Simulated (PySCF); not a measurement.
**Working out the ionisation energy of Se⁺**

Se⁺ [Ar] 3d10 4s2 4p3 (4S) → Se²⁺ [Ar] 3d10 4s2 4p2 (3P). Computed with PySCF 2.14 in Sapporo-DKH3-DZP-2012 (6s5p3d1f, 43 functions), with the spin-free X2C one-electron Hamiltonian (Gaussian nucleus). Frozen: [Ar] 3d10. Energies in hartree (1 hartree = 27.21139 eV):

| part | Se⁺ (lower) | Se²⁺ (upper) |
| --- | --- | --- |
| UHF | -2427.698462 | -2426.930627 |
| CCSD correlation | -0.073173 | -0.060588 |
| (T) | -0.000830 | -0.000642 |

Problem. What does Hartree-Fock give?

Solution. (-2426.930627) − (-2427.698462) = 0.767835 hartree = 20.894 eV.

Problem. What do CCSD and CCSD(T) give?

Solution. The CCSD correlation energies differ by 0.012585 hartree = 0.342 eV and the triples by 0.000188 hartree = 0.005 eV, so CCSD gives 21.236 eV and CCSD(T) 21.241 eV.

Reference: 21.196 ± 0.01 eV (measured; NIST Atomic Spectra Database, ionization energies), between the lowest levels; spin-orbit coupling is absent from the calculation.

A double-zeta basis recovers only part of the correlation energy.

What remains against the reference includes basis incompleteness, the frozen core and higher excitations.
